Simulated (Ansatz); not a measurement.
GaCl3⁺. Charge 1, multiplicity 2. Geometry PBE0-D4/def2-SVP, that of the neutral singlet.

```xyz
4

Ga    0.000    0.000    0.000
Cl   -0.035   -2.035    0.597
Cl   -0.592    0.539   -1.964
Cl    0.627    1.496    1.367
```

Question: Estimate the α-spin orbital energies around the gap (eV) in Ansatz with PBE-D4/def2-TZVP, r2SCAN-D4/def2-TZVP, PBE0-D4/def2-TZVP.

Answer: 
```json
{"orbital": "HOMO−5", "PBE-D4/def2-TZVP": "-14.79", "r2SCAN-D4/def2-TZVP": "-15.20", "PBE0-D4/def2-TZVP": "-16.31"}
{"orbital": "HOMO−4", "PBE-D4/def2-TZVP": "-14.66", "r2SCAN-D4/def2-TZVP": "-15.11", "PBE0-D4/def2-TZVP": "-16.19"}
{"orbital": "HOMO−3", "PBE-D4/def2-TZVP": "-14.66", "r2SCAN-D4/def2-TZVP": "-15.11", "PBE0-D4/def2-TZVP": "-16.19"}
{"orbital": "HOMO−2", "PBE-D4/def2-TZVP": "-14.45", "r2SCAN-D4/def2-TZVP": "-14.92", "PBE0-D4/def2-TZVP": "-16.03"}
{"orbital": "HOMO−1", "PBE-D4/def2-TZVP": "-14.20", "r2SCAN-D4/def2-TZVP": "-14.61", "PBE0-D4/def2-TZVP": "-15.71"}
{"orbital": "HOMO", "PBE-D4/def2-TZVP": "-14.20", "r2SCAN-D4/def2-TZVP": "-14.61", "PBE0-D4/def2-TZVP": "-15.71"}
{"orbital": "LUMO", "PBE-D4/def2-TZVP": "-8.70", "r2SCAN-D4/def2-TZVP": "-8.43", "PBE0-D4/def2-TZVP": "-7.73"}
{"orbital": "LUMO+1", "PBE-D4/def2-TZVP": "-7.72", "r2SCAN-D4/def2-TZVP": "-7.47", "PBE0-D4/def2-TZVP": "-6.89"}
{"orbital": "LUMO+2", "PBE-D4/def2-TZVP": "-4.69", "r2SCAN-D4/def2-TZVP": "-4.24", "PBE0-D4/def2-TZVP": "-3.76"}
{"orbital": "LUMO+3", "PBE-D4/def2-TZVP": "-4.69", "r2SCAN-D4/def2-TZVP": "-4.24", "PBE0-D4/def2-TZVP": "-3.76"}
{"orbital": "LUMO+4", "PBE-D4/def2-TZVP": "-3.01", "r2SCAN-D4/def2-TZVP": "-2.42", "PBE0-D4/def2-TZVP": "-2.18"}
{"orbital": "LUMO+5", "PBE-D4/def2-TZVP": "-1.79", "r2SCAN-D4/def2-TZVP": "-1.03", "PBE0-D4/def2-TZVP": "-0.92"}
{"orbital": "β HOMO", "PBE-D4/def2-TZVP": "-14.07", "r2SCAN-D4/def2-TZVP": "-14.33", "PBE0-D4/def2-TZVP": "-14.95"}
{"orbital": "β LUMO", "PBE-D4/def2-TZVP": "-13.77", "r2SCAN-D4/def2-TZVP": "-13.98", "PBE0-D4/def2-TZVP": "-13.53"}
```
